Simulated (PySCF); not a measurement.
## How good is the calculation?

Bonds (- single, = double, # triple, : aromatic): F1-C2 1.339 Å, C2:C3 1.381 Å, C3:C4 1.387 Å, C4:C5 1.381 Å, C5-F6 1.339 Å, C5:C7 1.381 Å, C7:C8 1.387 Å, C8:C2 1.381 Å. C3 carries H9; C4 carries H10; C7 carries H11; C8 carries H12.

What is known from experiment: δ 19F F1/F6 -120.1 ppm (measured; G. Saielli, R. Bini, A. Bagno, Computational 19F NMR. 2. Organic compounds, RSC Adv. 2014, ESI (exp. from Berger-Braun-Kalinowski 1994 and Everett 1995)). Coupling constants: 1J(C2,F1) 242.0 Hz, 2J(C3,F1) 24.3 Hz, 3J(C4,F1) 8.5 Hz, 4J(C5,F1) 3.8 Hz, 5J(F1,F6) 17.5 Hz.

Method: shieldings: GIAO B97-2/pcSseg-2, J: B3LYP/pcJ-2 (spin–dipole term only in couplings to heteroatoms), PBE0-D3(BJ)/def2-TZVP geometry, in PySCF 2.14 (fast rotation and ring inversion assumed for equivalent nuclei, a single conformation, isolated molecule, non-relativistic).

**Question.** What does the calculation give, and how does it compare?

**Answer.** 
Reference values: measured (G. Saielli, R. Bini, A. Bagno, Computational 19F NMR. 2. Organic compounds, RSC Adv. 2014, ESI (exp. from Berger-Braun-Kalinowski 1994 and Everett 1995)).
```json
{"atoms": "F1/F6", "quantity": "δ 19F vs CFCl3", "reference": "-120.1", "computed": "-123.7", "computed, scaled": "-120.9"}
```

Computed shifts are σ(ref) − σ with the named reference compound (TMS for H and C) calculated as an isolated molecule at the same level. The measured values may be among those fitted. Shieldings were converted by a linear fit to measured shifts: 19F (scatter 4.8 ppm rms, 5.6 ppm with the 3 outliers that the fit left out vs CFCl3, solution or neat liquid, with a term for F on sp3 carbon). A few per cent of atoms miss by over 2 rms, more outside the fitted compound classes.

Coupling constants in Hz (some tables give magnitudes without signs):
| coupling | reference | computed | source |
| --- | --- | --- | --- |
| 1J(C2,F1) | 242.0 | -308.2 | measured; liquid or solution; F. J. Weigert, PhD thesis, Caltech 1968 (Carbon-13 magnetic resonance spectroscopy) |
| 2J(C3,F1) | 24.3 | 22.9 | measured; liquid or solution; F. J. Weigert, PhD thesis, Caltech 1968 (Carbon-13 magnetic resonance spectroscopy) |
| 3J(C4,F1) | 8.5 | 6.4 | measured; liquid or solution; F. J. Weigert, PhD thesis, Caltech 1968 (Carbon-13 magnetic resonance spectroscopy) |
| 4J(C5,F1) | 3.8 | 4.7 | measured; liquid or solution; F. J. Weigert, PhD thesis, Caltech 1968 (Carbon-13 magnetic resonance spectroscopy) |
| 5J(F1,F6) | 17.5 | 22.7 | measured; liquid or solution; F. J. Weigert, PhD thesis, Caltech 1968 (Carbon-13 magnetic resonance spectroscopy) |

6 of the 13 published NMR values on file for this molecule are compared. The rest: values whose atom or origin is in doubt.
